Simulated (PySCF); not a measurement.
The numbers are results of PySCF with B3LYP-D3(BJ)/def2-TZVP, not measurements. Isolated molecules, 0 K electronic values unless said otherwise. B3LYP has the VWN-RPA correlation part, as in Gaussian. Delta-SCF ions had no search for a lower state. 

Reference species (SMILES): `C=C=[SiH2]` (neutral, multiplicity 1).

```json
{
  "vertical ionisation energy (Delta-SCF)": "8.31 eV",
  "LUMO": "-1.26 eV"
}
```

Changed species: `C1=C[SiH2]1`.

What does the change do to the vertical ionisation energy (Delta-SCF) and LUMO?

the vertical ionisation energy (Delta-SCF) rises by 1.49 eV, to 9.80 eV; the LUMO goes up by 0.80 eV, to -0.46 eV.
